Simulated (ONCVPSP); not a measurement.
tungsten (W): ONCV pseudisation with PW91, fully relativistic reference atom.

W (Z = 74), optimised norm-conserving Vanderbilt (ONCV), made with ONCVPSP 4.0.1 (PW91, fully relativistic). Core [Kr] 4d10 4f14, reference 5s2 5p6 5d4 6s2. Waves: 5s+6s: rc 1.75 bohr, ncon 5, nbas 10, qcut 6.4 1/bohr, 2 projectors; 5p: rc 1.70 bohr, ncon 5, nbas 9, qcut 8.7 1/bohr, 2 projectors, debl 1.8 Ha; 5d: rc 2.65 bohr, ncon 4, nbas 8, qcut 6.2 1/bohr, 2 projectors, debl 3.2 Ha. Local part: polynomial inside 1.65 bohr (lpopt 5, dvloc0 3 Ha). Core correction: Teter function, fcfact 2, rcfact 1.1.

Open shells are filled in proportion to 2j + 1.

All-electron outer shells of the reference configuration (PW91, scalar-relativistic, ld1.x):

| shell | level (eV) | outermost node (bohr) | outermost maximum (bohr) |
| --- | --- | --- | --- |
| 5s | -79.14 | 0.53 | 0.96 |
| 5p | -43.26 | 0.57 | 1.09 |
| 4f | -33.27 | – | 0.43 |
| 6s | -5.77 | 1.28 | 2.64 |
| 5d | -4.53 | 0.63 | 1.49 |

Question: Does the generator finish with these settings?

Answer: Yes, a potential is produced and its reference levels are reproduced.

Question: Estimate the cutoffs (Ha) at which the residual kinetic energy of the hardest occupied pseudo-wave falls to 1 and 0.1 mHa per electron.

Answer: 27 Ha and 32 Ha.

Question: What does a ghost test show?

Answer: Ghosts flagged at negative energy: p1/2 at -238.3 eV; GHOST(+) flags only above 600 eV. A true bound ghost makes a file unfit for plane-wave use.

Question: Which valence shell sets the plane-wave cutoff?

Answer: 5p: 27 Ha for 1 mHa per electron, against 17 Ha for 5s.

Its largest configuration-test error is +5.1 meV (5s2 5p6 5d3 6s0). 1 of 4 tests not solved or not reliable.
